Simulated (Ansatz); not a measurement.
Saddle point of GeH6SeS, singlet (GeH₄S ([SH][GeH3]) + H₂Se → GeH₄Se ([GeH3][SeH]) + H₂S; bonds formed: Ge1–Se7, S2–H6; bonds broken: Ge1–S2, H6–Se7), PBE0-D4/def2-TZVP structure:

Ge1  (-0.897, -0.083, -0.659)
S2  (1.097, 1.478, -0.282)
H3  (-1.048, -1.614, -0.718)
H4  (-2.092, 0.708, -0.122)
H5  (-0.706, 0.306, -2.153)
H6  (0.903, 0.792, 1.052)
Se7  (-0.103, -0.552, 1.978)
H8  (1.971, 0.540, -0.681)
H9  (0.876, -1.574, 1.585)
(Å)

Energies are electronic, without zero-point energy. Barriers and step energies count from the start structure reached by relaxing down the imaginary mode; all methods use the PBE0-D4 structures, on which another method's saddle can fall below an end. Program: Ansatz 0.2.0. Basis: def2-TZVPP, with def2-QZVPP for the basis limit. Cores are frozen in the correlated methods. Filled d shells of the heavier atoms are correlated. The def2 sets are not built for correlating such inner shells, so the correlated values are less sure here. B3LYP uses VWN-RPA correlation. Extrapolation: Hartree–Fock as exp(−7.88 √X), correlation as X^−2.97.

```csv
method,barrier (kcal/mol),step energy (kcal/mol)
SPW92,23.16,-2.77
PBE-D4,27.26,-3.11
BLYP-D4,30.18,-3.13
r2SCAN-D4,?,-3.04
B97M-V,37.29,-2.15
PBE0-D4,33.03,-3.27
B3LYP-D4,?,-3.27
r2SCAN0-D4,35.64,-3.28
BHLYP-D4,41.39,-3.52
CAM-B3LYP-D4,40.13,-3.05
wB97X-V,?,-3.05
wB97M-V,39.40,-3.16
B2PLYP,38.18,-3.22
PBE-QIDH,37.92,-3.32
RPA on PBE,39.35,-3.01
HF,55.67,-3.49
MP2,38.78,-3.33
CCSD,43.99,-3.28
CCSD(T),40.47,-3.16
```

(1) Fill in the withheld barriers. (An estimate is asked for; the value comes from the calculation.)

No T1 diagnostic of these runs exceeds 0.013.

## Answers

(1) By the calculation: B3LYP-D4 34.93; r2SCAN-D4 31.62; wB97X-V 41.28 kcal/mol. Each is the energy of the saddle less that of the start structure, by the same method.

For comparison, the barrier by CCSD(T) at an estimated basis limit (MP2 extrapolated from triple and quadruple zeta, plus CCSD(T) − MP2 in triple zeta) is 39.56 kcal/mol.

Labels in which every atom is bracketed show which atoms are joined, not bond orders.

For scale, one of the runs: CCSD(T)/def2-TZVPP, 222 basis functions, launched by `ansatz run in.yaml --threads 8 --pin off --events-out ev --progress --plain --max-ram 19148MiB`. Hardware: 8 CPU threads of a Oxide Virtual Turin-like, shared host. Wall time 64 s; peak host memory 3.4 GiB.
